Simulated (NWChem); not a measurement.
System: ammonium (NH₄ cation); SMILES [NH4+]

```xyz
5

N      0.0000     0.0000     0.0000
H     -0.5910    -0.5910    -0.5910
H      0.5910     0.5910    -0.5910
H     -0.5910     0.5910     0.5910
H      0.5910    -0.5910     0.5910
```
Atoms are numbered in this order, from 1.

The geometry was optimised at PBE0-D3(BJ)/def2-TZVP.

Q: List the 4 lowest vertical singlet excitations and the 4 lowest triplet ones from PBE/def2-SVP, TDA (NWChem).

A: 
| state | energy (eV) | oscillator strength | leading excitation (squared amplitude) |
|---|---|---|---|
| S1 | 14.97 | 0.130 | HOMO−1 → LUMO (0.95) |
| S2 | 14.97 | 0.130 | HOMO → LUMO (0.96) |
| S3 | 14.97 | 0.130 | HOMO−2 → LUMO (0.95) |
| S4 | 16.71 | 0.000 | HOMO → LUMO+1 (0.27) |
| T1 | 14.03 | spin-forbidden | HOMO → LUMO (0.78) |
| T2 | 14.03 | spin-forbidden | HOMO−1 → LUMO (0.78) |
| T3 | 14.03 | spin-forbidden | HOMO−2 → LUMO (0.96) |
| T4 | 14.97 | spin-forbidden | HOMO−2 → LUMO+1 (0.33) |
